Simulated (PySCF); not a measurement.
# Computed properties of C4H4BFO, SMILES O=C(B(F)C#C)C

C4H4BFO, SMILES C#CB(F)C(C)=O. Geometry: B3LYP-D3(BJ)/def2-SVP. This is a generated structure with no PubChem entry under its InChIKey; it may be hypothetical. Other conformers were not sampled. All values are computed for the isolated molecule unless a solvent is named; none is compared with measurement here.

**Structure.** All 27 harmonic modes at B3LYP-D3(BJ)/def2-SVP (PySCF) are real, so it is a minimum. With heavy atoms numbered as in [CH:1]#[C:2][B:3]([F:4])[C:5]([CH3:6])=[O:7], the shortest bond between them is C1–C2 at 1.218 Å and the longest B3–C5 at 1.597 Å.

**Vibrations.** The strongest infrared lines (harmonic, unscaled, degenerate partners summed) lie at 1348 cm⁻¹ (139 km/mol, H 46 %, B 31 %, C 13 %, F 11 %), 1047 cm⁻¹ (129 km/mol, B 35 %, C 30 %, H 30 %), 1772 cm⁻¹ (116 km/mol, C 60 %, O 39 %). The softest mode is at 28 cm⁻¹ and the zero-point energy is 45.2 kcal/mol.

**Electronic structure.** B3LYP/def2-TZVP (PySCF) places the frontier levels at -6.99 and -2.16 eV, a gap of 4.83 eV, and gives a dipole moment of 3.17 D and a mean polarisability of 61.5 bohr³. PBE/def2-TZVP (PySCF) at the same geometry gives -5.71 and -2.84 eV, so its gap is 1.96 eV narrower. An orbital gap is neither the optical nor the fundamental gap.

**Excitations.** TDA-B3LYP/def2-SVPD (PySCF) has S1 at 3.78 eV (328 nm, f = 0.002, dark); the most intense of the 10 singlets computed lies at 6.80 eV (f = 0.22). T1 (TDA) is at 3.14 eV, 0.64 eV under S1. TDA-PBE/def2-SVPD (PySCF) puts S1 at 3.23 eV. No vertical singlet excitation falls in the visible range (under 3.1 eV).

**NMR.** GIAO shifts at KT2/pcSseg-1 (PySCF) (non-relativistic, atoms alike by connectivity averaged): ¹³C from 34.5 to 220.0 ppm against TMS; ¹H from 2.5 to 3.5 ppm against TMS; ¹⁹F at -61.5 ppm against CFCl3; ¹¹B at 14.0 ppm against BF3.
